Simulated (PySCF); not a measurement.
RuNF₃, triplet: structure and spectrum

Method: UPBE0/[Ru def2-SVP with ECP28, N def2-SVP, F def2-SVP], scalar-relativistic core potentials, density fitting, no spin–orbit coupling, PySCF.

The structure is a minimum.

Z-matrix (Å, degrees; charge 0 multiplicity 3):
```
Ru
N  1 1.5674
F  1 1.8642 2 114.85
F  1 1.8642 2 114.85 3 -120.00
F  1 1.8642 2 114.85 3 120.00
```

```json
{
 "Point group": "C3v",
 "Bond lengths": "Ru–F 1.864 Å (×3), Ru–N 1.567 Å",
 "Bond angles": "F–Ru–F 103.6° (×3), F–Ru–N 114.9° (×3)",
 "Zero-point energy": "25.0 kJ/mol",
 "Heat capacity Cp at 298.15 K": "83.8 J/(mol K)",
 "Principal quadrupole moments (Buckingham, traceless) about the centre of mass": "-1.27, -1.27, 2.54 D Å",
 "Lowest empty level (β)": "-5.08 eV",
 "Highest occupied level (α)": "-9.20 eV",
 "Spin squared ⟨S²⟩": "2.016",
 "Rotational symmetry number": "3",
 "Entropy at 298.15 K and 1 bar (electronic part: spin only)": "338.0 J/(mol K)",
 "Dipole moment": "1.87 D",
 "Enthalpy at 298.15 K above 0 K": "18.55 kJ/mol",
 "Atomisation energy without zero-point energy": "1591 kJ/mol",
 "Rotational constants": "0.1139, 0.1139, 0.1034 cm⁻¹",
 "Principal polarisabilities": "31.4, 31.4, 42.4 bohr³"
}
```

Harmonic modes (masses in u: Ru 101.904, N 14.003, F 18.998):
```
symmetry  ω (cm⁻¹)  IR (km/mol, summed over degenerate members)  μ (u)
       e       111                                          8.4  19.70
      a1       200                                         11.0  22.53
       e       282                                         10.3  17.22
       e       649                                          178  22.66
      a1       657                                         63.9  20.37
      a1      1239                                         65.1  15.60
```

In C3v the vibrations span 3e + 3a1.

Charges (e):
```tsv
atom	Mulliken	Löwdin	polar tensor	spin (Mulliken)	Mayer order to Ru1
Ru1	1.16	0.31	1.93	1.55	–
N2	-0.12	0.15	-0.35	-0.09	2.69
F3,4,5	-0.35	-0.15	-0.53	0.18	0.91
```

Mulliken populations on Ru1 (electrons outside its core potential): s 2.24, p 6.56, d 5.99, f 0.04.

Outer orbital energies (eV). α occupied: -12.64, -12.64, -12.33, -11.83, -11.55, -11.55, -9.20, -9.20; empty: -3.73, -3.73, -3.14, 0.35. β occupied: -13.51, -13.13, -11.93, -11.93, -11.63, -11.40, -11.31, -11.31; empty: -5.08, -5.08, -3.12, -3.12.

Formally Ru is in oxidation state +6, d2, with 2 unpaired electrons (the high-spin count). The Mulliken spin on Ru is 1.55. The polar-tensor charge on Ru, 1.93, is far below the formal one.

Only a few start shapes were tried, so a lower isomer may exist. Other spin states or occupations of the open shell can lie lower.

The final relaxation and frequency run took 64 s on 2 threads of a shared Arm Neoverse V1 host, with 87 basis functions and 11 gradients; the process peaked at 1.2 GiB. Launch command: `OMP_NUM_THREADS=2 python axn.py task.json out`.
